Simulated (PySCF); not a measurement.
Excitation energy of Ba by level of theory

Ba [Xe] 6s2 (1S) → Ba [Xe] 6s1 6p1 (3P), as a difference of total energies. Calculation: PySCF 2.14, in aug-cc-pwCVTZ-X2C; the spin-free X2C one-electron Hamiltonian (Gaussian nucleus). Correlated levels: valence and next inner shell: [Kr] 4d10 frozen. The calculations carry no spin-orbit coupling.

```tsv
method	excitation energy (cm⁻¹)
UHF	6331.2
MP2 (valence and next inner shell)	12851
SCS-MP2 (valence and next inner shell)	13201
CCSD (valence and next inner shell)	12346
CCSD(T) (valence and next inner shell)	12976
```

Errors of the correlated levels include the incompleteness of this basis and the frozen core.

For comparison: 13083 cm⁻¹ (measured; NIST levels, between the centres of gravity of the two terms).
